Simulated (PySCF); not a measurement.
C13H10O, SMILES c1c(-c2ccc(cc2)C=O)cccc1, GFN2-xTB optimised geometry.

```
24

O     -5.15    -0.74     0.63
C     -4.45     0.00    -0.02
C     -2.98     0.00    -0.02
C     -2.28    -0.90     0.78
C     -0.90    -0.90     0.78
C     -0.19     0.00    -0.01
C      1.28     0.00    -0.01
C      1.99    -1.20     0.00
C      3.37    -1.20     0.00
C      4.07     0.00     0.00
C      3.37     1.20     0.00
C      1.99     1.20    -0.01
C     -0.90     0.90    -0.81
C     -2.28     0.90    -0.82
H     -4.90     0.76    -0.70
H     -2.84    -1.58     1.39
H     -0.37    -1.59     1.42
H      1.45    -2.14    -0.02
H      3.91    -2.14     0.00
H      5.15     0.00     0.00
H      3.91     2.13     0.00
H      1.45     2.14     0.00
H     -0.35     1.59    -1.44
H     -2.81     1.60    -1.45
```

Density from PBE0/def2-SVP (PySCF 2.14.0) at that geometry.

Minimum of the electron density along straight lines between bonded atoms, close to the bond critical point (lines longer than 1.1 times the sum of covalent radii, or with two minima, are not listed):

```
bond     length / Å  ρ at the minimum / e bohr⁻³  ∇²ρ there / e bohr⁻⁵  position (fraction from the first atom)
-------  ----------  ---------------------------  --------------------  ---------------------------------------
O1–C2         1.206                          [?]                   [?]                                     0.67
C2–C3         1.464                        0.278                 -0.70                                     0.50
C3–C4         1.397                        0.306                 -0.77                                     0.50
C4–C5         1.378                        0.316                 -0.82                                     0.50
C5–C6         1.396                        0.306                 -0.77                                     0.50
C6–C7         1.469                        0.271                   [?]                                     0.50
C7–C8         1.394                        0.307                 -0.77                                     0.50
C8–C9         1.382                        0.313                 -0.81                                     0.50
C9–C10        1.385                        0.312                 -0.80                                     0.50
C10–C11       1.385                        0.312                 -0.80                                     0.50
C7–C12        1.394                        0.307                 -0.77                                     0.50
C11–C12       1.382                        0.313                 -0.81                                     0.50
C6–C13        1.396                        0.306                 -0.77                                     0.50
C3–C14        1.395                        0.307                 -0.77                                     0.50
C13–C14       1.379                        0.315                 -0.81                                     0.50
C2–H15        1.110                        0.275                 -1.02                                     0.63
C4–H16        1.080                        0.286                 -1.12                                     0.64
C5–H17        1.080                        0.284                 -1.09                                     0.63
C8–H18        1.080                        0.284                 -1.08                                     0.63
C9–H19        1.080                        0.284                 -1.08                                     0.63
C10–H20       1.080                        0.284                 -1.08                                     0.63
C11–H21       1.080                        0.284                 -1.08                                     0.63
C12–H22       1.080                        0.284                 -1.08                                     0.63
C13–H23       1.080                        0.284                 -1.09                                     0.63
C14–H24       1.081                        0.283                 -1.08                                     0.63
```

### Question
What belongs in the gaps?

### Answer

- O1–C2, ρ at the minimum / e bohr⁻³: 0.411
- O1–C2, ∇²ρ there / e bohr⁻⁵: 0.47
- C6–C7, ∇²ρ there / e bohr⁻⁵: -0.66
